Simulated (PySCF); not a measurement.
**Fractional electron number in Re (rhenium, neutral)**

The 6s beta orbital of [Xe] 4f14 5d5 6s2 is emptied in steps (occupation f), with all orbitals relaxed, ending at [Xe] 4f14 5d5 6s1. All numbers are calculated (PySCF 2.14, a scalar-relativistic core potential, in def2-SVP with the def2 core potential (60 electrons)). The exact energy is a straight line in f; departures are measured from the line between the end points of the same method.

```
  f  PBE0 (eV)  r2SCAN (eV)
  1      0.000        0.000
0.8     -0.325       -0.361
0.6     -0.488       -0.519
0.4     -0.488       -0.489
0.2     -0.321       -0.291
  0      0.000        0.000
```

Problem. For r2SCAN, how does the orbital energy at f = 1 compare with the removal energy?

Solution. −ε = 4.795 eV against a total-energy difference of 7.118 eV. By Janak's theorem ε = ∂E/∂f, so the gap between them reflects the curvature. Along the path −ε is 5.830 (f = 0.8), 6.811 (f = 0.6), 7.720 (f = 0.4), 8.447 (f = 0.2) eV.

| method | E(f=0) − E(f=1) (eV) | −ε at f=1 (eV) | −ε at f=0.4 (eV) |
| --- | --- | --- | --- |
| PBE0 | 7.347 | 5.316 | 7.763 |
| r2SCAN | 7.118 | 4.795 | 7.720 |

As f goes to zero the orbital energy of a semilocal functional can turn back, because the density of that orbital vanishes from the exchange-correlation potential.

Reference removal energy between the ground levels: 7.834 eV (measured; NIST Atomic Spectra Database, ionization energies).
